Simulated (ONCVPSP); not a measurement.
# Rh: variants of one ONCV potential

Base potential:

* Element: Rh (Z = 45)
* Generator: ONCVPSP 4.0.1
* Type: optimised norm-conserving Vanderbilt (ONCV)
* Functional: PBE
* Relativity: scalar-relativistic
* Frozen core: [Ar] 3d10
* Valence charge: 17
* Reference configuration: 4s2 4p6 4d8 5s1
* Partial waves: 4s+5s: rc 1.80 bohr, ncon 3, nbas 7, qcut 5.8 1/bohr, 3 projectors, debl 1.9 Ha; 4p: rc 1.80 bohr, ncon 4, nbas 7, qcut 6.4 1/bohr, 2 projectors, debl 2.8 Ha; 4d: rc 2.00 bohr, ncon 4, nbas 9, qcut 6.6 1/bohr, 2 projectors, debl 1.6 Ha; f scattering state at 0.47 Ha: rc 1.80 bohr, ncon 4, nbas 7, qcut 7.2 1/bohr, 2 projectors, debl 4 Ha
* Local potential: polynomial inside 1.30 bohr (lpopt 5, dvloc0 4 Ha)
* Core correction: none

All-electron outer shells of the reference configuration (PBE, scalar-relativistic, ld1.x):

```csv
shell,level (eV),outermost node (bohr),outermost maximum (bohr)
3d,-300.61,–,0.29
4s,-82.49,0.47,0.88
4p,-50.42,0.47,0.94
4d,-5.94,0.46,1.14
5s,-4.30,1.19,2.63
```

Cutoffs, loose and tight: the cutoffs (Ha) at which the residual kinetic energy of the hardest occupied pseudo-wave falls to 1 and 0.1 mHa per electron. They do not see the model core or the augmentation charge, which bear on the density cutoff. Test errors are all-electron minus pseudo excitation energies from the reference, over the configurations 4s2 4p6 4d8 5s0; 4s2 4p6 4d7 5s0; 4s2 4p6 4d6 5s0; 4s1 4p6 4d8 5s1. A dash means not determined; rows that change the core or the reference have their own tests.

1 further variants are left out, since the program set their typed debl aside.

For the base: The cutoffs count occupied waves only; projector 2 of the f channel, the hardest unoccupied one, needs 74 Ha at the loose tolerance.

A true bound ghost makes a file unfit for plane-wave use even where its test errors are small: the radial tests pick states by their node count and pass the ghost by.

```tsv
change	outcome	cutoff, loose	cutoff, tight	bound ghosts	GHOST(+) flags above zero	largest test error (meV)
base	generated	18 Ha	21 Ha	s	none	-561
local potential polynomial inside 1.30 bohr (lpopt 5, dvloc0 6 Ha)	generated	18 Ha	21 Ha	none	none	-563
local potential polynomial inside 1.80 bohr (lpopt 5, dvloc0 0 Ha)	generated	18 Ha	21 Ha	none	none	-563
s: ncon 5, nbas 9	generated	18 Ha	39 Ha	none	none	-427
f: rc 2.26	generated	18 Ha	21 Ha	s	none	-561
p: nproj 3	generated	18 Ha	21 Ha	s	none	-563
s: qcut 7	generated	18 Ha	21 Ha	none	s	-463
```

(1) What comes out with this change to the base: d: rc 2.48?

(2) What comes out with this change to the base: s: qcut 4.8; p: qcut 5.3; d: qcut 5.5; f: qcut 6?

## Answers

(1) outcome: generated; cutoff, loose: 16 Ha; cutoff, tight: 19 Ha; bound ghosts: s; GHOST(+) flags above zero: none; largest test error (meV): -699.

(2) outcome: generated; cutoff, loose: 21 Ha; cutoff, tight: 73 Ha; bound ghosts: none; GHOST(+) flags above zero: s; largest test error (meV): -705.
